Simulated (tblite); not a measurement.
Species: C6H7O2S (doublet state).
Cartesian coordinates in Å at the GFN2-xTB level; atoms count from 1:
```
atom  x, y, z in Å
C1    -1.9280    0.2765    0.4965
C2    -1.8900   -0.0341   -0.9723
O3    -2.7411    0.2935   -1.7556
C4    -0.6919   -0.8045   -1.4517
C5     0.3198   -1.1814   -0.7207
O6     0.7669   -1.2343    0.4823
C7     1.6744   -0.4186    1.0355
C8     2.1212    0.7485    0.2223
S9     2.2030   -0.7755    2.5487
H10   -2.8866    0.7214    0.7502
H11   -1.1360    0.9813    0.7453
H12   -1.7735   -0.6276    1.0814
H13   -0.7320   -1.0507   -2.5028
H14    2.9102    1.2815    0.7428
H15    1.2898    1.4311    0.0348
H16    2.4862    0.4020   -0.7479
```

Computed with GFN2-xTB (tblite): harmonic, unscaled wavenumbers at the GFN2-xTB geometry, gas phase. The method is semi-empirical: single wavenumbers can be off by several per cent or more. One conformer, not necessarily the lowest. Open shells enter through the occupations alone, without spin polarisation, and single modes of such species can be off by tens of per cent.

Harmonic wavenumbers (cm⁻¹): 35.3, 50.7, 63.0, 120.9, 138.1, 145.1, 181.0, 277.9, 323.9, 338.0, 408.7, 456.8, 498.3, 556.6, 565.3, 741.2, 809.5, 819.1, 929.9, 980.2, 989.2, 996.7, 1059.9, 1146.2, 1170.0, 1230.4, 1239.2, 1366.2, 1386.7, 1443.5, 1450.4, 1453.0, 1455.6, 1733.0, 1804.2, 2967.1, 2985.8, 3016.8, 3035.3, 3056.6, 3066.6, 3076.1.

A = 3294, B = 651.9, C = 622.4 MHz; mass 143.017 u (most abundant isotopes); point group C1, symmetry number 1; spin multiplicity 2.

Task: Zero-point energy?

Result: ½Σν̃ = 24784 cm⁻¹ = 70.86 kcal/mol.

Task: Entropy at 400 K, 1 bar (ideal gas, RRHO, classical rotation)?

Result: Translation 42.27, rotation 30.74, vibration 44.50, spin (R ln 2) 1.38: S = 118.9 cal/(mol K).

Task: And Cp and H(400 K) − H(0)?

Result: Cp = 45.88 cal/(mol K), of which vibrations give 37.93 (their classical limit is 42 R = 83.5); H(400 K) − H(0) = 11.69 kcal/mol without the zero-point energy, 8.51 from vibrations.

Task: Blend soft modes into free rotors: weight 1/[1 + (100 cm⁻¹/ν̃)⁴] for the oscillator and the rest for a rotor with moment μB/(μ + B), μ = h/(8π²ν), B = 10⁻⁴⁴ kg m². What vibrational entropy results?

Result: 39.55 cal/(mol K) in place of 44.50, which changes −T·S at 400 K by +1.98 kcal/mol.

Task: What must be added to the electronic energy to get the Gibbs energy at 400 K and 1 bar?

Result: ZPE + [H(400 K) − H(0)] − T·S = 70.86 + 11.69 − 47.55 = 35.00 kcal/mol.

Hindered rotation and anharmonicity are outside this model. Other conformers, if any are populated, would add a mixing term that is left out. The structure is chiral; the term R ln 2 for an equal mix with its mirror image is left out.

The run took 0.81 s of wall time on one thread, Intel Xeon at 2.70 GHz (x86_64) (shared host). The figure is for the frequency step alone.
